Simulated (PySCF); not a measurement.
In(F)2(tBu), SMILES [In]([F])([F])[C](C)(C)C, singlet, GFN2-xTB optimised geometry.

```
16

In     0.83     0.92     0.00
F     -0.09     2.75     0.00
F      2.88     0.92     0.00
C     -0.98    -0.65    -0.11
C     -0.40    -2.00     0.20
C     -1.93    -0.12     0.93
C     -1.50    -0.50    -1.51
H     -1.19    -2.75     0.14
H      0.03    -2.03     1.20
H      0.37    -2.27    -0.52
H     -1.53    -0.24     1.93
H     -2.13     0.94     0.75
H     -2.88    -0.65     0.86
H     -1.76     0.53    -1.72
H     -0.76    -0.84    -2.24
H     -2.40    -1.11    -1.63
```

Density from PBE0/def2-TZVP, def2 effective core potentials past Kr in PySCF at that geometry. The core electrons that the potentials of In replace are not part of the density.

Minimum of the electron density along straight lines between bonded atoms, close to the bond critical point (lines longer than 1.1 times the sum of covalent radii, or with two minima, are not listed):

```tsv
bond	length / Å	ρ at the minimum / e bohr⁻³	∇²ρ there / e bohr⁻⁵	position (fraction from the first atom)
In1–F2	2.046	0.090	0.43	0.52
In1–F3	2.052	0.090	0.42	0.52
C4–C5	1.501	0.260	-0.68	0.51
C4–C6	1.500	0.261	-0.68	0.51
C4–C7	1.502	0.259	-0.67	0.51
C5–H8	1.093	0.274	-0.93	0.64
C5–H9	1.090	0.279	-0.96	0.64
C5–H10	1.090	0.279	-0.96	0.64
C6–H11	1.090	0.278	-0.95	0.64
C6–H12	1.090	0.280	-0.97	0.64
C6–H13	1.092	0.275	-0.93	0.64
C7–H14	1.090	0.279	-0.96	0.64
C7–H15	1.090	0.278	-0.95	0.64
C7–H16	1.093	0.274	-0.93	0.64
```
